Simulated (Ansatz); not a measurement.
Compare A (`N[CH](F)[GeH3]`) with its isomer B (`[NH2][GeH2][CH2]F`).

Computed with Ansatz on PBE0-D4/def2-TZVP structures; ΔE is electronic, products minus reactants. CBS: MP2 limit from def2 TZ/QZ plus the TZ coupled-cluster correction, frozen cores. DFT in def2-TZVPP. B3LYP here is the variant with VWN-RPA as its local correlation; programs differ in this. For Ge outer-core shells are correlated without core-valence functions, which leaves a few kJ/mol of doubt a bond. Scalar relativity is left out up to krypton. Each species was taken in one conformer, which may not be the lowest.

**Question.** Which isomer does CCSD(T)/CBS put lower? Give the gap. (An estimate is asked.)

**Answer.** Ansatz gave: B, by 35.2 kJ/mol.

**Question.** Give E(B) − E(A) in kJ/mol with B3LYP, B3LYP-D4, CCSD(T)/def2-TZVPP, r2SCAN-D4, ωB97M-V, B2PLYP, HF/def2-TZVPP. (Estimate.)

**Answer.** Ansatz gave: B3LYP -30.3, B3LYP-D4 -29.5, CCSD(T)/def2-TZVPP -35.7, r2SCAN-D4 -27.4, ωB97M-V -29.7, B2PLYP -33.9, HF/def2-TZVPP -40.7. None reverses the order clearly.

Largest T1 diagnostic: 0.012.

From PBE to PBE0 (25 % exact exchange), in def2-TZVPP and without D4, E(B) − E(A) moves by −3.9 kJ/mol.
